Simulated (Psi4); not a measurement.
Cl2Co, quartet, geometry from GFN2-xTB (such geometries of metal compounds can be far from the true shape); B3LYP/def2-TZVP in Psi4.

Input for Psi4:
```
memory 2 GB

molecule {
0 4
  Co    0.00000000    0.00000000    0.00000000
  Cl   -0.00000000   -0.00000000   -1.94700374
  Cl    0.00000000    0.00000000    1.94700374
}

set basis def2-tzvp
set reference uks
set ints_tolerance 1e-8

energy('b3lyp')
print_variables()
```

What the program printed (banner, timings and long lists left out):

```
   => Loading Basis Set <=

    Name: DEF2-TZVP
    Role: ORBITAL
    Keyword: BASIS

         ---------------------------------------------------------
                                   SCF
               by Justin Turney, Rob Parrish, Andy Simmonett
                          and Daniel G. A. Smith
                              UKS Reference
         ---------------------------------------------------------

  ==> Geometry <==

    Molecular point group: d2h
    Full point group: D_inf_h

    Geometry (in Angstrom), charge = 0, multiplicity = 4:

       Center              X                  Y                   Z               Mass
    ------------   -----------------  -----------------  -----------------  -----------------
         CO           0.000000000000     0.000000000000     0.000000000000    58.933194290000
         CL           0.000000000000     0.000000000000    -1.947003740000    34.968852682000
         CL           0.000000000000     0.000000000000     1.947003740000    34.968852682000

  Running in d2h symmetry.

  Rotational constants: A = ************  B =      0.06358  C =      0.06358 [cm^-1]
  Rotational constants: A = ************  B =   1906.21661  C =   1906.21661 [MHz]
  Nuclear repulsion =  288.777455731479620

  Charge       = 0
  Multiplicity = 4
  Electrons    = 61
  Nalpha       = 32
  Nbeta        = 29

  ==> Algorithm <==

  SCF Algorithm Type is DF.
  DIIS enabled.
  MOM disabled.
  Fractional occupation disabled.
  Guess Type is SAD.
  Energy threshold   = 1.00e-06
  Density threshold  = 1.00e-06
  Integral threshold = 1.00e-08

  ==> Primary Basis <==

  Basis Set: DEF2-TZVP
    Blend: DEF2-TZVP
    Number of shells: 41
    Number of basis functions: 119
    Number of Cartesian functions: 136
    Spherical Harmonics?: true
    Max angular momentum: 3

  ==> DFT Potential <==

   => LibXC <=

    Version 7.1.2
    S. Lehtola, C. Steigemann, M. J. T. Oliveira, and M. A. L. Marques,  SoftwareX 7, 1–5 (2018) (10.1016/j.softx.2017.11.002)

   => Composite Functional: B3LYP <=

    B3LYP Hyb-GGA Exchange-Correlation Functional

    P. J. Stephens, F. J. Devlin, C. F. Chabalowski, and M. J. Frisch,  J. Phys. Chem. 98, 11623 (1994) (10.1021/j100096a001)

    Deriv               =              1
    GGA                 =           TRUE
    Meta                =          FALSE

    Exchange Hybrid     =           TRUE
    MP2 Hybrid          =          FALSE

   => Exchange Functionals <=

    0.0800   Slater exchange
    0.7200         Becke 88

   => Exact (HF) Exchange <=

    0.2000               HF

   => Correlation Functionals <=

    0.1900   Vosko, Wilk & Nusair (VWN5_RPA)
    0.8100   Lee, Yang & Parr

   => LibXC Density Thresholds  <==

    XC_HYB_GGA_XC_B3LYP:  1.00E-15

   => Molecular Quadrature <=

    Radial Scheme          =       TREUTLER
    Pruning Scheme         =           NONE
    Nuclear Scheme         =       TREUTLER

    Blocking Scheme        =         OCTREE
    BS radius alpha        =              1
    Pruning alpha          =              1
    Radial Points          =             75
    Spherical Points       =            302
    Total Points           =          64472
    Total Blocks           =            600
    Max Points             =            254
    Max Functions          =            111
    Weights Tolerance      =       1.00E-15

   => Loading Basis Set <=

    Name: (DEF2-TZVP AUX)
    Role: JKFIT
    Keyword: DF_BASIS_SCF

  ==> Integral Setup <==

  SCF_SUBTYPE=INCORE selected. In-core MEM_DF algorithm will be used.
  Using in-core AOs.

  ==> MemDFJK: Density-Fitted J/K Matrices <==

    J tasked:                   Yes
    K tasked:                   Yes
    wK tasked:                   No
    Algorithm:                 Core
    Schwarz Cutoff:           1E-08
    Mask sparsity (%):      10.9738
    Fitting Condition:        1E-10

   => Auxiliary Basis Set <=

  Basis Set: (DEF2-TZVP AUX)
    Blend: DEF2-UNIVERSAL-JKFIT
    Number of shells: 134
[...]

   @DF-UKS iter   3: -2288.91576584898712   -4.12839e+01   1.27815e-01 ADIIS
   @DF-UKS iter   4: -2302.84336372809275   -1.39276e+01   3.32572e-02 DIIS/ADIIS
   @DF-UKS iter   5: -2303.30065177074584   -4.57288e-01   9.99088e-03 DIIS/ADIIS
   @DF-UKS iter   6: -2303.34713318699369   -4.64814e-02   4.91625e-03 DIIS/ADIIS
   @DF-UKS iter   7: -2303.35818508362399   -1.10519e-02   2.17034e-03 DIIS/ADIIS
   @DF-UKS iter   8: -2303.36137404278998   -3.18896e-03   5.14380e-04 DIIS/ADIIS
   @DF-UKS iter   9: -2303.36174084304457   -3.66800e-04   2.31315e-04 DIIS/ADIIS
   @DF-UKS iter  10: -2303.36187022276044   -1.29380e-04   2.15401e-04 DIIS/ADIIS
   @DF-UKS iter  11: -2303.36220311464876   -3.32892e-04   6.92269e-05 DIIS
   @DF-UKS iter  12: -2303.36240764171953   -2.04527e-04   6.51467e-05 DIIS
   @DF-UKS iter  13: -2303.36243581527788   -2.81736e-05   1.43008e-05 DIIS
   @DF-UKS iter  14: -2303.36244253618588   -6.72091e-06   1.54624e-05 DIIS
   @DF-UKS iter  15: -2303.36244267419715   -1.38011e-07   2.06397e-06 DIIS
   @DF-UKS iter  16: -2303.36244267770644   -3.50929e-09   7.02578e-07 DIIS
  Energy and wave function converged.

  ==> Post-Iterations <==

   Electrons on quadrature grid:
      Nalpha   =   32.0000027704 ; deviation = 2.770e-06
      Nbeta    =   29.0000019591 ; deviation = 1.959e-06
      Ntotal   =   61.0000047296 ; deviation = 4.730e-06

   @Spin Contamination Metric:   1.281819963E-02
   @S^2 Expected:                3.750000000E+00
   @S^2 Observed:                3.762818200E+00
   @S   Expected:                1.500000000E+00
   @S   Observed:                1.500000000E+00

    Orbital Energies [Eh]
    ---------------------

    Alpha Occupied:

[...]
    Alpha Virtual:

[...]
    Beta Occupied:

[...]
    Beta Virtual:

[...]
    Final Occupation by Irrep:
             Ag   B1g   B2g   B3g    Au   B1u   B2u   B3u
    DOCC [     9,    1,    2,    2,    0,    7,    4,    4 ]
    SOCC [     1,    0,    1,    1,    0,    0,    0,    0 ]
    NA   [    10,    1,    3,    3,    0,    7,    4,    4 ]
    NB   [     9,    1,    2,    2,    0,    7,    4,    4 ]

  @DF-UKS Final Energy: -2303.36244267770644

   => Energetics <=

    Nuclear Repulsion Energy =            288.7774557314796198
    One-Electron Energy =               -3761.4280171142854670
    Two-Electron Energy =                1262.6896937568149042
    DFT Exchange-Correlation Energy =     -93.4015750517157102
    Empirical Dispersion Energy =           0.0000000000000000
    VV10 Nonlocal Energy =                  0.0000000000000000
    Total Energy =                      -2303.3624426777064400

  UHF NO Occupations:
  HONO-2 :    3B2g 1.0000000
  HONO-1 :    3B3g 1.0000000
  HONO-0 :   10 Ag 1.0000000
  LUNO+0 :   11 Ag 0.0026065
  LUNO+1 :    4B2g 0.0012001
  LUNO+2 :    4B3g 0.0012001
  LUNO+3 :    2B1g 0.0005693

Computation Completed

Properties will be evaluated at   0.000000,   0.000000,   0.000000 [a0]

Properties computed using the SCF density matrix

 Multipole Moments:

 ------------------------------------------------------------------------------------
     Multipole            Electronic (a.u.)      Nuclear  (a.u.)        Total (a.u.)
 ------------------------------------------------------------------------------------

 L = 1.  Multiply by 2.5417464519 to convert [e a0] to [Debye]
 Dipole X            :          0.0000000            0.0000000            0.0000000
 Dipole Y            :          0.0000000            0.0000000            0.0000000
 Dipole Z            :          0.0000000            0.0000000            0.0000000
 Magnitude           :                                                    0.0000000

 ------------------------------------------------------------------------------------

  Variable Map:
  ----------------------------------------------------------------------------
[...]
  Array Variable Map:
  ----------------------------------------------------------------------------
[...]
[...]
```
